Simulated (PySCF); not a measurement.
Excitations are Tamm–Dancoff values on a coarser integration grid. The basis has no diffuse functions, so Rydberg states are missing or too high.

# H2B2O, SMILES `B1BO1` (charge 0, multiplicity 1)

Level of theory: PySCF 2.14.0 with TPSSh-D3(BJ)/def2-TZVP // B3LYP-D3(BJ)/def2-TZVP.

- HOMO = -6.83 eV
- dipole moment = 0.32 D
- LUMO = -2.04 eV
- HOMO–LUMO gap = 4.79 eV
- S1 excitation (TDA) = 4.26 eV
- S1 oscillator strength = 0.016
- T1 excitation (TDA) = 3.17 eV
- S1–T1 gap (TDA) = 1.09 eV
- vertical ionisation energy (Delta-SCF) = 10.13 eV
- total energy = -126.1868 Ha
- cost = about 110 core-seconds (a rough figure)

Bonded distances (Å): B1–B2 1.567, B1–O3 1.384, B1–H4 1.180, B2–O3 1.384, B2–H5 1.180. Bond angles (°): B2–B1–O3 55.5, B2–B1–H4 175.4, O3–B1–H4 129.1, B1–B2–O3 55.5, B1–B2–H5 175.4, O3–B2–H5 129.1, B1–O3–B2 69.0.
Charge 0, spin multiplicity 1.
